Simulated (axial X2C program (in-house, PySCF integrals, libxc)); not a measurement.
**What spin–orbit coupling does to MnF⁺**

Calculated with an in-house relativistic program for diatomic molecules. Spin-free means the one-electron spin-free X2C Hamiltonian; two-component (2c) means X2C with spin–orbit coupling and atomic mean-field two-electron Coulomb and Gaunt terms, so the difference of the two also holds small scalar two-electron terms. Basis: Mn dyall-cv3z [9s10p6d3f2g], F dyall-av3z [7s6p3d2f] (cores contracted in-house); Gaussian nuclei, density fitting, unrestricted open shells. Masses: Mn 54.938 u, F 18.998 u.

Spin-free state: M_S = 5/2, Λ = 0 (beyond evenly filled blocks: σα, π+α, π-α, δ+α, δ-α); fragments Mn+ + F.

| level | Re (Å) | ωe (cm⁻¹) | De (eV) | μ (D) |
| --- | --- | --- | --- | --- |
| PBE0 | 1.728 | 752.6 | 3.850 | -6.17 |
| HF | 1.775 | 744.0 | 1.754 | -7.82 |
| MP2 | 1.765 | 723.1 | 4.097 | n/a |
| CCSD | 1.758 | 739.2 | 3.717 | n/a |
| PBEsol | 1.708 | 758.0 | 4.793 | -5.23 |

Correlated methods: 13 electrons correlated (number of frozen shells: Mn 3 s, 2 p; F 1 s), 261 virtual spin orbitals or spinors in MP2, 90 natural virtuals in coupled cluster.

Dipoles are positive if F is the positive end and refer to the centre of mass.

Two-component determinant lowest at the distance of the search:

Ω = 5/2 (⟨Sz⟩ = 2.50, ⟨Lz⟩ = 0.00 at HF); fragments Mn+ + F.

| level | Re (Å) | ωe (cm⁻¹) | De (eV) | μ (D) |
| --- | --- | --- | --- | --- |
| PBE0 | 1.728 | 752.3 | 3.849 | -6.17 |
| HF | 1.775 | 743.7 | 1.741 | -7.82 |
| MP2 | 1.765 | 722.8 | 4.086 | n/a |
| CCSD | 1.758 | 738.7 | 3.705 | n/a |
| PBEsol | 1.709 | 757.7 | 4.793 | -5.23 |

Task: From the two tables, how do the constants change at the CCSD level (2c against spin-free)?

Result: At the CCSD level Re is unchanged within 0.001 Å and ωe drops by 0.5 cm⁻¹; De changes by -0.012 eV.

One determinant describes the state; a PBE0 search over occupations chose it and may have missed a lower one. De is counted from the lowest determinant-based energies of the atoms at the same level, without counterpoise correction. Density functionals use the spin component along the axis (collinear). CCSD ran in a truncated set of natural virtual spinors with an MP2 remainder; without triples it tends to underbind. The 2c atoms are single determinants rather than J levels; their spin–orbit lowering is only partly caught, and De is too large by that part. This holds for PBE0, PBEsol. Without a current term, density functionals place determinants with orbital angular momentum somewhat too high. With several unpaired electrons one determinant need not be a pure state. This is the top spin component of a Σ state; components of lower Ω are not single determinants and can lie lower.
